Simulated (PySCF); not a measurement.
**Question.** Write Cartesian coordinates for InChI=1S/C3H9BF3N/c1-8(2,3)4(5,6)7/h1-3H3 as optimised with PBE0-D3(BJ)/def2-SVP.

**Answer.** 
```xyz
17
C3H9BF3N angstrom
C     -0.1631    1.5981   -0.0184
N      0.0433    0.1404   -0.0092
C      1.3647   -0.1910    0.5494
C     -0.0968   -0.4094   -1.3678
B     -1.1310   -0.5550    0.9638
F     -2.3239   -0.1925    0.3914
F     -0.9275   -0.0095    2.2062
F     -0.8827   -1.9031    0.9067
H     -1.1676    1.8075   -0.4043
H      0.5955    2.0882   -0.6480
H     -0.0969    1.9685    1.0114
H      1.4641   -1.2820    0.5910
H      1.4245    0.2073    1.5690
H      2.1632    0.2400   -0.0741
H      0.6579    0.0295   -2.0384
H     -1.1055   -0.1848   -1.7339
H      0.0263   -1.4977   -1.3200
```

Orientation and origin are arbitrary. Atoms count from 1 in this order. Of the pairs four or more bonds apart, F8···H17 is among the closest relative to their van der Waals radii: 2.44 Å, 91 % of the sum of Bondi's values. All 3 C–N bonds measure 1.472 Å. B5 (four-coordinate boron) is distorted tetrahedral (angles from 104.9° to 113.7°). N2 (nitrogen bonded to B and 3 C) is tetrahedral (angles from 108.3° to 110.6°).

Bonds between heavy atoms (Å): C1–N2 1.472, N2–C3 1.472, N2–C4 1.472, N2–B5 1.676, B5–F6 1.372, B5–F7 1.372, B5–F8 1.372.

Theory: PBE0-D3(BJ)/def2-SVP geometry optimisation, gas phase in PySCF.

Point group: C3v (every atom within 0.08 Å of its image). PBE0-D3(BJ)/def2-SVP frequencies: not computed here.
